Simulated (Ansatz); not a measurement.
Stretching the O4–H5 bond in AlFH2O (SMILES [OH][AlH][F]) (multiplicity 1 held, fragments rigid). Energies count from the point at 0.958 Å.
Geometry at that point (charge 0, multiplicity 1):
```xyz
5

Al    -0.22438    -0.36994     0.12140
H     -1.02852    -1.64177     0.51864
F      1.24636    -0.07532     0.81826
O     -0.85472     0.70269    -1.01729
H     -0.43410     1.50739    -1.32279
```

Restricted levels (R-, RO-) in cc, def2 and unpolarised 6-31G sets keep to the state of the molecule at rest. Unrestricted levels (U-) break spin symmetry where that is lower. Active spaces are followed from a long bond inwards. Levels need not reach the same state.

Frozen-core correlation.

Programs: Ansatz (Gaussian basis) for Hartree–Fock, density functionals and correlated methods. Each number belongs to the level named beside it.

### Question
One of these levels gives 125.96 kcal/mol for the energy at R = 3.066 Å. Name it.
(A) CASSCF(4,3)/cc-pV(D+d)Z
(B) R-HF/cc-pV(D+d)Z
(C) U-MP2/cc-pV(D+d)Z

### Answer
C, U-MP2/cc-pV(D+d)Z. The others give 221.79 (R-HF/cc-pV(D+d)Z), 106.59 (CASSCF(4,3)/cc-pV(D+d)Z)

Doubts at one or more of the structures used: a restricted determinant that unrestricted orbitals would lower (R-HF/cc-pV(D+d)Z); a spin-contaminated determinant (U-MP2/cc-pV(D+d)Z); active orbitals that take no part (CASSCF(4,3)/cc-pV(D+d)Z).

Ansatz is a first-principles code.
